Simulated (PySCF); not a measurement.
BeH₃NSe.

```xyz
6

Be     0.0063     1.1857     0.0000
N      0.0021     2.6821     0.0000
H     -0.0015     3.2594     0.8247
H     -0.0015     3.2594    -0.8247
Se    -0.0430    -0.8564     0.0000
H      1.4251    -0.9206     0.0000
```
Charge 0, spin multiplicity 1.

The structure is a stationary point at PBE0-D3(BJ)/def2-TZVP. One conformer was computed; it need not be the lowest.

Computed with KT2/pcSseg-2 in PySCF. Non-relativistic, no solvent.

Computed absolute GIAO shielding of each atom: isotropic value and principal components (ppm):
```json
[
 {"atom": "Be1", "σ(iso)": "85.7", "σ11": "50.0", "σ22": "57.5", "σ33": "149.4", "span": "99.5"},
 {"atom": "N2", "σ(iso)": "226.0", "σ11": "164.7", "σ22": "230.5", "σ33": "282.8", "span": "118.1"},
 {"atom": "H3", "σ(iso)": "30.1", "σ11": "24.9", "σ22": "25.8", "σ33": "39.5", "span": "14.6"},
 {"atom": "H4", "σ(iso)": "30.1", "σ11": "24.9", "σ22": "25.8", "σ33": "39.5", "span": "14.6"},
 {"atom": "Se5", "σ(iso)": "2310.8", "σ11": "2159.1", "σ22": "2288.5", "σ33": "2484.7", "span": "325.6"},
 {"atom": "H6", "σ(iso)": "31.4", "σ11": "22.5", "σ22": "25.7", "σ33": "45.9", "span": "23.4"}
]
```
